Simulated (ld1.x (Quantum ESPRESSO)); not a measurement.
## u(r) = r·R(r): atom against pseudo-atom (carbon)

Columns: radius, all-electron u(r) and pseudo u(r) of the 2p shell (level -17.00 eV) of carbon in the configuration [He] 2s2 2p1; PBE, scalar-relativistic, RRKJ scheme, ld1.x (Quantum ESPRESSO) 7.5.

```csv
r (bohr),all-electron,pseudo
0.108,0.0629,0.0283
0.215,0.1875,0.1075
0.322,0.3233,0.2247
0.430,0.4491,0.3629
0.538,0.5547,0.5014
0.645,0.6375,0.6219
0.752,0.7006,0.7147
0.860,0.7448,0.7759
0.968,0.7712,0.8063
1.075,0.7820,0.8119
1.182,0.7802,0.8005
1.290,0.7679,0.7788
1.398,0.7476,0.7518
1.505,0.7214,0.7223
1.612,0.6908,0.6908
1.720,0.6570,0.6570
1.828,0.6214,0.6214
1.935,0.5853,0.5853
2.042,0.5490,0.5490
2.150,0.5129,0.5129
2.258,0.4777,0.4777
2.365,0.4441,0.4441
2.472,0.4119,0.4119
2.580,0.3809,0.3809
2.688,0.3517,0.3517
2.795,0.3243,0.3243
```

(1) How many radial nodes do the two functions have?

(2) At about which radius was the pseudo-wave matched?

(3) Where does each function peak?

(4) Is the pseudo-wave norm-conserving?

## Answers

(1) The all-electron 2p function has n − l − 1 = 0; the pseudo-wave has 0.

(2) 1.66 bohr, where the columns begin to agree (steps of 0.11 bohr).

(3) Outermost all-electron maximum near 1.07 bohr, pseudo maximum near 1.07 bohr (to the table’s step).

(4) Yes: the RRKJ scheme keeps the norm inside the radius equal to the all-electron one, which fixes the energy derivative of the logarithmic derivative at the level.
